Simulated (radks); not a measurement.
Values are calculated unless marked as measured or tabulated.
Problem. Species: the silver ion Ag2+. Configuration: [Ar] 3d10 4s2 4p5 4d10 (not the ground configuration). Code: a radial shooting solver on a logarithmic mesh with Libxc functionals. Model: scalar-relativistic Kohn-Sham, BLYP, spin-polarised, spherical densities, finite nucleus; open shells are filled with parallel spins first (spin-orbit coupling, left out, can overturn this in heavy ions); Fermi nuclear charge, rms radius 4.5454 fm. Some entries of the table are withheld. Estimate them.

orbital,occ.,eigenvalue (eV),<r> (bohr)
1s up,1,-25360.35,0.03111
1s down,1,-25360.11,0.03111
2s up,1,-3755.567,0.1349
2s down,1,-3755.406,0.1349
2p up,3,-3371.877,0.1177
2p down,3,-3371.637,0.1177
3s up,1,-708.9196,0.3686
3s down,1,-708.6692,0.3686
3p up,3,-582.8770,0.3676
3p down,3,-582.5949,0.3676
3d up,5,-383.8935,(1)
3d down,5,-383.5997,(2)
4s up,1,-119.5741,0.9059
4s down,1,-118.3887,0.9071
4p up,3,(3),0.9889
4p down,2,(4),0.9916
4d up,5,-30.1234,(5)
4d down,5,-29.3374,(6)

Solution. 
(1) 3d up <r> (bohr): 0.3458
(2) 3d down <r> (bohr): 0.3457
(3) 4p up eigenvalue (eV): -82.7456
(4) 4p down eigenvalue (eV): -81.6398
(5) 4d up <r> (bohr): 1.289
(6) 4d down <r> (bohr): 1.304
